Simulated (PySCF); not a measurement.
A calculated (PBE, PySCF 2.14, x2c-QZVPPall with one added diffuse shell each of s, p, d, f type, the spin-free X2C one-electron Hamiltonian (Gaussian nucleus)) atom or ion has these occupied shells.

```
shell  electrons  orbital energy (eV)  rms radius, mean of both spins (bohr)
   1s          2             -34301.2                                 0.0305
   2s          2              -5338.8                                  0.124
   2p          6              -4794.7                                  0.111
   3s          2              -1092.3                                  0.327
   3p          6              -916.08                                  0.328
   3d         10              -652.74                                  0.305
   4s          2              -197.14                                  0.762
   4p          6              -141.24                                  0.816
   4d         10              -59.334                                  0.948
   5s          2              -19.705                                   1.98
   5p          6               -8.237                                   2.49
```

Q: Name the element and its charge.

A: Xe (xenon, neutral), in [Xe], closed-shell 1S.
